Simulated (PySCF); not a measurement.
## Correlation energy of Au⁶¹⁺ (gold, charge +61)

[Ar], closed-shell 1S. Calculation: PySCF 2.14, in an uncontracted even-tempered set (17 s from 17 bohr⁻², ratio 2.5; 12 p from 23 bohr⁻², ratio 2.5; 4 d from 92 bohr⁻², ratio 2.7; 4 f from 140 bohr⁻², ratio 2.7); the spin-free X2C one-electron Hamiltonian (Gaussian nucleus). Frozen: 1s2; 16 electrons correlated; the 17 highest virtual orbitals of each spin left out.

| level | correlation energy (mhartree) |
| --- | --- |
| CCSD | -711.62 |
| (T) | -0.61 |
| CCSD(T) | -712.23 |

Diagnostics: T1 = 0.00014, D1 = 0.0003, largest double amplitude 0.011.

Cost of the coupled-cluster step: roughly 18 core-seconds, for 16 correlated electrons.

At this charge the one-electron X2C treatment keeps the bare 1/r₁₂, with no two-electron picture change or Breit term. The effect here is smaller than on the frozen 1s shell; and a scalar Hamiltonian misses the large spin-orbit splitting of the p shells, which matters for ns² → np² pairs.
